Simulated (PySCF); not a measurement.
C₆H₁₀N₂.
Cartesian coordinates in Å at the GFN2-xTB level; atoms count from 1:
```
atom  x, y, z in Å
C1    -2.6374    0.1072   -0.8374
C2    -1.8061   -0.8586    0.0085
C3    -0.4536   -0.2990    0.2905
C4    -0.0969    0.6557    1.2601
C5     1.2537    0.8445    1.0862
N6     1.6352    0.0402    0.0746
C7     2.9486   -0.1205   -0.4775
N8     0.6098   -0.6540   -0.4123
H9    -2.1420    0.2941   -1.7873
H10   -3.6210   -0.3131   -1.0347
H11   -2.7626    1.0568   -0.3214
H12   -1.6885   -1.8018   -0.5264
H13   -2.3203   -1.0517    0.9531
H14   -0.7370    1.1247    1.9792
H15    1.9513    1.4762    1.5995
H16    3.6585    0.4679    0.1002
H17    3.2365   -1.1726   -0.4487
H18    2.9631    0.2103   -1.5179
```

A PySCF run (density fitting, gas phase, GFN2-xTB geometry) gave HOMO -5.49 eV, LUMO 0.00 eV, dipole 1.91 D and E = -344.042 Eh.

Question: Which of these levels was it?
A. PBE0/def2-SVPD
B. OPBE/cc-pVDZ
C. mPW1PW91/IGLO-II
D. PBE0/pcSseg-1

Answer: B. It is OPBE/cc-pVDZ. All candidates on this geometry:

```csv
level and settings,kind,basis functions,SCF cycles,E (Eh),HOMO (eV),LUMO (eV),dipole (D)
"OPBE/cc-pVDZ, grid level 4, fitting basis def2-qzvpp-jkfit",GGA,162,11,-344.0417,-5.49,0.00,1.91
PBE0/def2-SVPD,global hybrid,240,14,-343.5133,-6.82,0.56,2.03
"mPW1PW91/IGLO-II, fitting basis def2-universal-jkfit",global hybrid,236,11,-344.1494,-6.77,0.66,2.06
PBE0/pcSseg-1,global hybrid,186,14,-343.6987,-6.78,0.68,2.09
```

The nearest other candidate, by the summed differences of HOMO and LUMO, is PBE0/def2-SVPD: its HOMO differs by -1.33 eV and its LUMO by +0.56 eV. Cycle counts include a coarse-grid stage where the run had one.
